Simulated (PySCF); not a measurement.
Job for PySCF: R-HF/3-21G on AsH3 (SMILES [AsH3]).

```python
from pyscf import gto, scf, dft, mp
from pyscf.data.elements import chemcore

mol = gto.M(
    atom='''
    As   -0.36854245    0.08084461    3.28316251
    H     1.11624568   -0.25615632    3.35399260
    H    -0.75177500   -1.38738825    3.13918809
    H    -0.51328798    0.03152969    4.80114879
    ''',
    basis='3-21g',
    charge=0, spin=0, verbose=3, max_memory=1800)
mf = scf.RHF(mol)
mf.conv_tol = 1e-8
mf.max_cycle = 100
mf.kernel()
if not mf.converged:
    mf = mf.newton().run(mf.mo_coeff, mf.mo_occ)
```

Output:

```
converged SCF energy = -2225.12817632965
```

The calculation finished and met its thresholds.

Cost: about 0.12 core-seconds (a rough figure).
